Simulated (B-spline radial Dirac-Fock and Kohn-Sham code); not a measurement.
The computed values come from a radial finite-basis atomic code: ΔSCF Dirac-Fock with Breit, self-energy and vacuum polarisation, finite nucleus, configuration average. Free neutral atoms.

Task: Order these X-ray lines by photon energy, lowest first.
A. Pr Lα1
B. Yb Lη
C. Eu Lγ5
D. Eu Lβ1
E. Sm Lγ1
F. Nd Lβ2

Result: A (5033.6 eV), F (6088.8 eV), D (6456.8 eV), E (7173.8 eV), C (7245.3 eV), B (7575.4 eV).
